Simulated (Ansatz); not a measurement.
Question: Predict a relaxed structure of K₃Na⁺ (the lowest doublet isomer of a short search), charge 1, doublet, at PBE0/def2-TZVP (Ansatz).

Answer: 
Cartesian coordinates in Å:
```
Na -1.0531 0.6725 -0.1823
K 1.9507 -1.5018 0.2406
K 1.5504 1.1843 -3.4190
K -2.4480 -0.3550 3.3608
```
 This is one stationary point.

The structure comes from a short search, and lower isomers may exist.
